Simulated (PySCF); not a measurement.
BeFGeH3.

```xyz
6

Be     0.0000     0.0000    -1.3787
F      0.0000     0.0000    -2.7505
Ge     0.0000     0.0000     0.8148
H      1.2365     0.7139     1.3983
H     -1.2365     0.7139     1.3983
H      0.0000    -1.4277     1.3983
```

Coordinates come from a B3LYP-D3(BJ)/def2-TZVP optimisation.

These are PBE0/pcSseg-2 in PySCF values and carry that method's errors. Non-relativistic, no solvent.

Computed absolute GIAO shielding of each atom: isotropic value and principal components (ppm):
```csv
atom,σ(iso),σ11,σ22,σ33,span
Be1,98.0,66.3,66.3,161.4,95.2
F2,291.2,196.9,196.9,479.7,282.7
Ge3,1780.5,1719.4,1811.1,1811.1,91.7
H4,28.2,22.5,22.5,39.7,17.2
H5,28.2,22.5,22.5,39.7,17.2
H6,28.2,22.5,22.5,39.7,17.2
```
